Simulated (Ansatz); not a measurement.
`C[SiH2]C#N` + `BS` → `BS[SiH2]C` + `C#N` at 400 K and 1 bar (ligand exchange at the Si–C bond).

Gas-phase electronic energies from Ansatz, PBE0-D4/def2-TZVP geometries. CBS: MP2 limit from def2 TZ/QZ plus the TZ coupled-cluster correction, frozen cores. This one scheme is used for every species. One conformer a species, not always the lowest.

```json
{"species": "`C[SiH2]C#N`", "CCSD(T)/CBS energy (Eh)": "-422.89500", "H − E (kJ/mol)": "191.0", "S (J/(mol·K))": "341.2"}
{"species": "`BS`", "CCSD(T)/CBS energy (Eh)": "-424.38198", "H − E (kJ/mol)": "95.9", "S (J/(mol·K))": "260.4"}
{"species": "`BS[SiH2]C`", "CCSD(T)/CBS energy (Eh)": "-753.95937", "H − E (kJ/mol)": "235.1", "S (J/(mol·K))": "380.8"}
{"species": "`C#N`", "CCSD(T)/CBS energy (Eh)": "-93.32098", "H − E (kJ/mol)": "56.1", "S (J/(mol·K))": "211.9"}
```

H − E and S are ideal-gas, rigid-rotor, harmonic terms from PBE0-D4/def2-TZVP, for one conformer and one mirror image of each species. 1 Eh = 2625.50 kJ/mol, R = 8.31446 J/(mol·K).

Problem. By hand: ΔE, ΔH, ΔS and ΔG.

Solution. ΔE = (-753.95937) + (-93.32098) − (-422.89500) − (-424.38198) = -0.00337 Eh = -8.8 kJ/mol. Δ(H − E) = 235.1 + 56.1 − 191.0 − 95.9 = 4.3, so ΔH = -4.5 kJ/mol. ΔS = 380.8 + 211.9 − 341.2 − 260.4 = -8.9 J/(mol·K). ΔG = -4.5 − 400 × (-8.9)/1000 = -0.9 kJ/mol.

Problem. By hand: the equilibrium constant, and the temperature at which ΔG would vanish if ΔH and ΔS stayed fixed.

Solution. log₁₀ K = −ΔG/(RT ln 10) = 0.1. ΔG = 0 at ΔH/ΔS = 506 K, though so small a ΔH makes that figure unsure.

TΔS isn't small against ΔH here. The sign of ΔG lies within the doubt. A doubt of 5 kJ/mol in ΔE shifts log₁₀ K by 0.7 here. Other conformers and mirror images would add mixing entropy, several J/(mol·K) or more a flexible species. Modes under 60 cm⁻¹, often nearly free rotors, make the harmonic entropy too high. These are equilibria of isolated gas molecules and say nothing of rates. Largest T1 diagnostic: 0.015 (customary marks: 0.02 for closed shells, 0.045 for open ones).
